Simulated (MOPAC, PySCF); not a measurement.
H4InN, SMILES `[InH2][NH2]`, neutral singlet in the gas phase. 

Z-matrix (Å, degrees):
```
In
H 1 1.7080
H 1 1.7080 2 131.54
N 1 2.0125 2 114.28 3 -179.98
H 4 1.0076 1 124.49 2 -0.10
H 4 1.0076 5 111.12 1 179.90
```
Charge 0, multiplicity 1.

All levels are single points at this geometry (r2SCAN-D4/def2-TZVP); Pople sets use spherical d functions. Orbital energies aren't observables, and empty levels follow the basis.

B3LYP/6-311+G** (LANL2DZ on In) in PySCF gives dipole (D) = 0.01.

Question: Estimate the dipole (D) from each of these levels: PBE-D3(BJ)/def2-TZVP in PySCF; r2SCAN-D4/def2-TZVP in PySCF; B3LYP/6-31G* (LANL2DZ on In) in PySCF; B3LYP/LANL2DZ in PySCF; BP86/6-31G* (LANL2DZ on In) in PySCF; M06-2X/6-31G* (LANL2DZ on In) in PySCF; HF/6-31G* (LANL2DZ on In) in PySCF; PM7 in MOPAC.

Answer: 
| level | dipole (D) |
|---|---|
| PBE-D3(BJ)/def2-TZVP in PySCF | 0.61 |
| r2SCAN-D4/def2-TZVP in PySCF | 0.50 |
| B3LYP/6-31G* (LANL2DZ on In) in PySCF | 0.63 |
| B3LYP/LANL2DZ in PySCF | 0.43 |
| BP86/6-31G* (LANL2DZ on In) in PySCF | 0.90 |
| M06-2X/6-31G* (LANL2DZ on In) in PySCF | 0.44 |
| HF/6-31G* (LANL2DZ on In) in PySCF | 0.04 |
| PM7 in MOPAC | 0.38 |
